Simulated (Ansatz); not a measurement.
Reaction (redistribution): `C[S][Al]([F])[SiH3]` + `C[Si](O)(S)Cl` → `C[Si](O)([SiH3])S` + `C[S][Al]([F])[Cl]`

Computed with Ansatz on PBE0-D4/def2-TZVP structures; ΔE is electronic, products minus reactants. CBS: MP2 limit from def2 TZ/QZ plus the TZ coupled-cluster correction, frozen cores. Functionals use def2-TZVPP. B3LYP here is the variant with VWN-RPA as its local correlation; programs differ in this. One conformer a species, not always the lowest.

`C[S][Al]([F])[SiH3]`:

```xyz
11

C     1.819   -0.566    0.892
S     0.528   -0.283    2.148
Al   -1.170    0.273    0.924
F    -2.556    0.629    1.747
Si   -1.209    0.426   -1.516
H     1.441   -0.455   -0.124
H     2.625    0.149    1.052
H     2.203   -1.577    1.016
H    -0.005   -0.185   -2.144
H    -1.265    1.854   -1.938
H    -2.412   -0.264   -2.056
```

`C[Si](O)(S)Cl`:

Cartesian coordinates in Å:
```
C -1.249 -0.005 -0.639
Si 0.291 -0.317 0.326
O 0.286 0.742 1.570
S 2.091 -0.198 -0.810
Cl 0.316 -2.254 1.018
H -2.122 -0.116 0.008
H -1.330 -0.711 -1.466
H -1.244 1.010 -1.043
H 1.055 0.748 2.144
H 1.905 1.101 -1.110
```

`C[Si](O)([SiH3])S`:

Cartesian coordinates in Å:
```
C 0.691 0.912 1.473
Si -0.327 0.294 0.039
O -1.897 0.001 0.458
Si 0.449 -1.712 -0.878
S -0.188 1.866 -1.420
H 0.642 0.203 2.303
H 0.322 1.879 1.828
H 1.738 1.033 1.184
H -2.444 0.764 0.654
H 0.252 -2.860 0.049
H 1.902 -1.587 -1.174
H -0.272 -1.994 -2.149
H -0.869 1.200 -2.367
```

`C[S][Al]([F])[Cl]`:

Z-matrix (Å, degrees):
```
C
S 1 1.828
H 1 1.089 2 108.2
H 1 1.088 2 112.0 3 120.7
H 1 1.089 2 108.2 3 -118.6
Al 2 2.145 1 101.2 3 -120.8
Cl 6 2.075 2 121.4 1 -180.0
F 6 1.644 2 119.5 1 -0.0
```

```
          level  ΔE (kcal/mol)
      r2SCAN-D4           -8.3
       B3LYP-D4           -8.4
        ωB97X-V           -8.0
            PBE           -6.8
CCSD/def2-TZVPP           -8.4
   HF/CBS(def2)           -9.5
  MP2/CBS(def2)           -8.5
 CCSD/CBS(def2)           -8.5
```

Problem. What does CCSD(T)/CBS give? (Estimate.)

Solution. Computed: -8.2 kcal/mol. The listed levels differ from it by -0.1, -0.2, 0.2, 1.4, -0.2, -1.3, -0.3, -0.3 kcal/mol.

Largest T1 diagnostic among the species: 0.013.

In def2-TZVPP, CCSD(T) changes the Hartree–Fock value by +1.4 kcal/mol (the triples alone add +0.2 kcal/mol) and MP2 by +1.1 kcal/mol.
